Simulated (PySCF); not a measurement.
HO3S, charge +1.

```xyz
5

O     -1.3700     0.6100     0.0000
S     -0.1007    -0.0845     0.0000
O      0.2544    -1.4806     0.0000
O      1.1927     0.8151     0.0000
H      0.9939     1.7959     0.0000
```
Charge +1, spin multiplicity 1.

Geometry optimised at PBE-D3(BJ)/def2-SVP. The isomer is the one that the SMILES or the coordinates give; other isomers of the formula were not compared.

Level of theory: KT2/pcSseg-2 (PySCF). Non-relativistic, no solvent.

Computed absolute GIAO shielding of each atom: isotropic value and principal components (ppm):
```json
[
 {"atom": "O1", "σ(iso)": "-132.6", "σ11": "-269.3", "σ22": "-128.1", "σ33": "-0.2", "span": "269.0"},
 {"atom": "S2", "σ(iso)": "100.4", "σ11": "-173.6", "σ22": "33.5", "σ33": "441.2", "span": "614.8"},
 {"atom": "O3", "σ(iso)": "-93.8", "σ11": "-199.6", "σ22": "-89.1", "σ33": "7.3", "span": "206.9"},
 {"atom": "O4", "σ(iso)": "26.2", "σ11": "-120.7", "σ22": "-21.7", "σ33": "220.9", "span": "341.6"},
 {"atom": "H5", "σ(iso)": "20.9", "σ11": "16.7", "σ22": "17.6", "σ33": "28.6", "span": "12.0"}
]
```
